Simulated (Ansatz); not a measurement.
Relaxation of ClGaH6N2S (11 atoms, charge 0, multiplicity 1), to a largest force component of 0.03 eV/Å in at most 50 steps.

Theory: RHF/def2-SVP in Ansatz.

```xyz
11
Properties=species:S:1:pos:R:3
Ga -0.001 0.763 -0.418
Cl -0.147 -0.337 2.842
N 1.611 0.054 -0.849
H 1.723 -0.834 -1.297
H 2.486 0.397 -0.509
N -1.576 0.090 -1.000
H -1.677 -0.795 -1.456
H -2.468 0.465 -0.743
S -0.084 2.723 0.715
H 1.238 2.884 0.817
H -0.252 0.965 2.623
```

Where does it end, and by what steps?

It converged. After 7 steps the energy has fallen by 0.061 eV; Cl2 moved furthest, 0.45 Å.

```json
{"step": "0", "energy less start (eV)": "0.0000", "largest force component (eV/Å)": "1.337", "accepted": "yes"}
{"step": "1", "energy less start (eV)": "-0.0397", "largest force component (eV/Å)": "0.835", "accepted": "yes"}
{"step": "2", "energy less start (eV)": "-0.0481", "largest force component (eV/Å)": "0.584", "accepted": "yes"}
{"step": "3", "energy less start (eV)": "-0.0527", "largest force component (eV/Å)": "0.510", "accepted": "yes"}
{"step": "4", "energy less start (eV)": "-0.0552", "largest force component (eV/Å)": "0.464", "accepted": "yes"}
{"step": "5", "energy less start (eV)": "-0.0520", "largest force component (eV/Å)": "0.155", "accepted": "no"}
{"step": "6", "energy less start (eV)": "-0.0611", "largest force component (eV/Å)": "0.031", "accepted": "yes"}
{"step": "7", "energy less start (eV)": "-0.0612", "largest force component (eV/Å)": "0.017", "accepted": "yes"}
```

```xyz
11
Properties=species:S:1:pos:R:3
Ga 0.010 0.771 -0.500
Cl -0.226 -0.266 3.280
N 1.618 0.066 -0.944
H 1.736 -0.790 -1.449
H 2.493 0.397 -0.589
N -1.565 0.081 -1.064
H -1.664 -0.798 -1.532
H -2.458 0.473 -0.840
S -0.076 2.651 0.724
H 1.244 2.854 0.790
H -0.260 0.936 2.848
```

Whether the end is a true minimum wasn't checked by a vibrational analysis.

The run took 13 s on 4 threads of Arm Neoverse V1, on a shared host, peak memory 0.33 GiB.
